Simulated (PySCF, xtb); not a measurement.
C3H4O2Si, SMILES O=C1C=C[SiH2]O1.

Harmonic wavenumbers (cm⁻¹) from GFN2-xTB (xtb) at its own minimum, in rising order: 137, 261, 450, 471, 478, 572, 603, 636, 637, 750, 782, 822, 825, 910, 942, 1044, 1126, 1253, 1610, 1787, 2336, 2344, 3099, 3114.

### Question
What does PBE-D3(BJ)/def2-SVP (PySCF) give at its own minimum? (Estimate from the structure and the level; the computed values follow.)

### Answer
151, 257, 450, 491, 541, 587, 643, 681, 705, 754, 811, 843, 906, 938, 971, 1019, 1167, 1264, 1575, 1816, 2193, 2197, 3122, 3147. Paired by order, the mean absolute difference is 40 cm⁻¹ and the zero-point energies are 38.6 and 38.9 kcal/mol.
